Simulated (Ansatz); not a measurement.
`C[CH2][Cd][OH]` + HCl → `[OH][Cd][Cl]` + `CC` at 600 K and 1 bar (ligand exchange at a Cd–C bond).

Calculated with Ansatz (gas phase, PBE0-D4/def2-TZVP geometries, no zero-point term in ΔE). CCSD(T)/CBS adds triple-zeta CCSD(T) − MP2 to the extrapolated MP2 energy (def2 sets, frozen cores). This one scheme is used for every species. Elements past krypton have def2 core potentials. For Cd outer-core shells are correlated without core-valence functions, which leaves a few kJ/mol of doubt a bond. Each species was taken in one conformer, which may not be the lowest.

```csv
species,CCSD(T)/CBS energy (Eh),H − E (kJ/mol),S (J/(mol·K))
`C[CH2][Cd][OH]`,-322.60094,259.2,437.5
HCl,-460.38127,35.4,207.2
`[OH][Cd][Cl]`,-703.31715,70.9,345.8
`CC`,-79.71954,228.8,274.9
```

H − E and S are ideal-gas, rigid-rotor, harmonic terms from PBE0-D4/def2-TZVP, for one conformer and one mirror image of each species. 1 Eh = 2625.50 kJ/mol, R = 8.31446 J/(mol·K).

**Question.** By hand: ΔE, ΔH, ΔS and ΔG.

**Answer.** ΔE = (-703.31715) + (-79.71954) − (-322.60094) − (-460.38127) = -0.05448 Eh = -143.0 kJ/mol. Δ(H − E) = 70.9 + 228.8 − 259.2 − 35.4 = 5.1, so ΔH = -137.9 kJ/mol. ΔS = 345.8 + 274.9 − 437.5 − 207.2 = -24.0 J/(mol·K). ΔG = -137.9 − 600 × (-24.0)/1000 = -123.5 kJ/mol.

**Question.** By hand: the equilibrium constant, and the temperature at which ΔG would vanish if ΔH and ΔS stayed fixed.

**Answer.** log₁₀ K = −ΔG/(RT ln 10) = 10.8. ΔG = 0 at ΔH/ΔS = 5746 K, far beyond where these terms or the molecules hold.

ΔH outweighs TΔS. A doubt of 5 kJ/mol in ΔE shifts log₁₀ K by 0.4 here. Other conformers and mirror images would add mixing entropy, several J/(mol·K) or more a flexible species. Modes under 60 cm⁻¹, often nearly free rotors, make the harmonic entropy too high. These are equilibria of isolated gas molecules and say nothing of rates. Largest T1 diagnostic: 0.015 (customary marks: 0.02 for closed shells, 0.045 for open ones).
